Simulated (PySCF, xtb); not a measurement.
CH7NSi2, SMILES [SiH2]1[SiH2]CN1.

GFN2-xTB in xtb at its own geometry gives an orbital gap of 3.86 eV and a dipole moment of 0.41 D.

Geometry: B3LYP-D3(BJ)/def2-SVP. The structure was generated by enumeration, and PubChem lists no compound with its InChIKey, so it may never have been made.

Task: What does ωB97X/def2-TZVP (PySCF) give? (Estimate from the structure and the level; the computed values follow.)

Result: gap 10.95 eV (levels -9.10 and 1.85 eV), dipole 0.91 D.
